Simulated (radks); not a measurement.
Species: Er. Configuration: [Kr] 4d10 4f12 5p6 6s2 6p2 (not the ground configuration). Calculated with a radial shooting solver on a logarithmic mesh with Libxc functionals: scalar-relativistic Kohn-Sham, BLYP, spin-unpolarised, spherical densities, finite nucleus; Fermi nuclear charge, rms radius 5.2516 fm.

Radial electron density D(r) = 4 pi r^2 rho(r):

| r (bohr) | D(r) (e/bohr) |
|---|---|
| 0.001382 | 8.850 |
| 0.001622 | 11.31 |
| 0.001903 | 14.37 |
| 0.002216 | 17.92 |
| 0.0026 | 22.45 |
| 0.003027 | 27.57 |
| 0.003552 | 33.87 |
| 0.004168 | 41.10 |
| 0.004853 | 48.73 |
| 0.005695 | 57.36 |
| 0.00663 | 65.78 |
| 0.00778 | 74.34 |
| 0.00913 | 81.90 |
| 0.01063 | 87.46 |
| 0.01247 | 90.91 |
| 0.01452 | 91.57 |
| 0.01704 | 89.64 |
| 0.02 | 85.97 |
| 0.02328 | 82.51 |
| 0.02732 | 81.13 |
| 0.0318 | 83.89 |
| 0.03732 | 91.92 |
| 0.0438 | 103.8 |
| 0.05099 | 115.1 |
| 0.05983 | 122.0 |
| 0.06965 | 120.4 |
| 0.08174 | 110.8 |
| 0.09592 | 98.82 |
| 0.1117 | 92.78 |
| 0.131 | 96.31 |
| 0.1538 | 105.6 |
| 0.179 | 109.4 |
| 0.2101 | 99.29 |
| 0.2446 | 78.66 |
| 0.287 | 57.93 |
| 0.3368 | 50.09 |
| 0.3921 | 54.30 |
| 0.4601 | 60.06 |
| 0.5357 | 57.55 |
| 0.6286 | 46.04 |
| 0.7377 | 31.99 |
| 0.8588 | 21.70 |
| 1.008 | 15.28 |
| 1.173 | 11.67 |
| 1.377 | 8.572 |
| 1.616 | 5.681 |
| 1.881 | 3.514 |
| 2.207 | 2.183 |
| 2.57 | 1.667 |
| 3.016 | 1.472 |
| 3.539 | 1.272 |
| 4.12 | 0.9796 |
| 4.835 | 0.6374 |
| 5.628 | 0.3648 |
| 6.605 | 0.1725 |
| 7.751 | 0.06819 |
| 9.023 | 0.02344 |
| 10.59 | 0.006101 |
| 12.33 | 0.001330 |
| 14.47 | 0.0001984 |

D(r) has 4 maxima, at r = 0.0140, 0.0628, 0.175, 0.479 bohr, and minima at 0.0269, 0.114, 0.337 bohr, inside which lie 1.93, 11.12, 29.55 electrons.
